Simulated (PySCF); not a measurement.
Computed IR spectrum (relative IR intensity) of a molecule C4H10OSi. Geometry optimised at PBE-D3(BJ)/def2-SVP. One conformer was computed; it need not be the lowest. Level of theory: PBE-D3(BJ)/def2-SVP (PySCF). Frequencies are harmonic and unscaled.

Lines under 2 % of the strongest are left out, and lines within 2 cm⁻¹ are merged.

```json
[
 {"ν (cm⁻¹)": "269", "relative intensity": "9.2"},
 {"ν (cm⁻¹)": "342", "relative intensity": "42"},
 {"ν (cm⁻¹)": "371", "relative intensity": "39"},
 {"ν (cm⁻¹)": "508", "relative intensity": "4.2"},
 {"ν (cm⁻¹)": "555", "relative intensity": "7.6"},
 {"ν (cm⁻¹)": "592", "relative intensity": "15"},
 {"ν (cm⁻¹)": "693", "relative intensity": "9.2"},
 {"ν (cm⁻¹)": "763", "relative intensity": "8.8"},
 {"ν (cm⁻¹)": "837", "relative intensity": "16"},
 {"ν (cm⁻¹)": "881", "relative intensity": "100"},
 {"ν (cm⁻¹)": "885", "relative intensity": "38"},
 {"ν (cm⁻¹)": "906", "relative intensity": "27"},
 {"ν (cm⁻¹)": "923", "relative intensity": "26"},
 {"ν (cm⁻¹)": "950", "relative intensity": "6.6"},
 {"ν (cm⁻¹)": "953", "relative intensity": "7.5"},
 {"ν (cm⁻¹)": "991", "relative intensity": "5.1"},
 {"ν (cm⁻¹)": "1062", "relative intensity": "60"},
 {"ν (cm⁻¹)": "1088", "relative intensity": "17"},
 {"ν (cm⁻¹)": "1129", "relative intensity": "4.6"},
 {"ν (cm⁻¹)": "1184", "relative intensity": "17"},
 {"ν (cm⁻¹)": "1230", "relative intensity": "4.2"},
 {"ν (cm⁻¹)": "1272", "relative intensity": "2.5"},
 {"ν (cm⁻¹)": "1354", "relative intensity": "27"},
 {"ν (cm⁻¹)": "1660", "relative intensity": "11"},
 {"ν (cm⁻¹)": "2158", "relative intensity": "51"},
 {"ν (cm⁻¹)": "2167", "relative intensity": "70"},
 {"ν (cm⁻¹)": "2178", "relative intensity": "58"},
 {"ν (cm⁻¹)": "2912", "relative intensity": "43"},
 {"ν (cm⁻¹)": "2982", "relative intensity": "3.1"},
 {"ν (cm⁻¹)": "3024", "relative intensity": "11"},
 {"ν (cm⁻¹)": "3034", "relative intensity": "13"},
 {"ν (cm⁻¹)": "3170", "relative intensity": "4.7"},
 {"ν (cm⁻¹)": "3699", "relative intensity": "11"}
]
```

Task: Which structure fits?
(A) C=C[C@H]([SiH3])CO
(B) CO[SiH2]C1CC1
(C) CC1(C)C[SiH2]O1
(D) C[Si@H](O)C1CC1

Result: A, C=C[C@H]([SiH3])CO
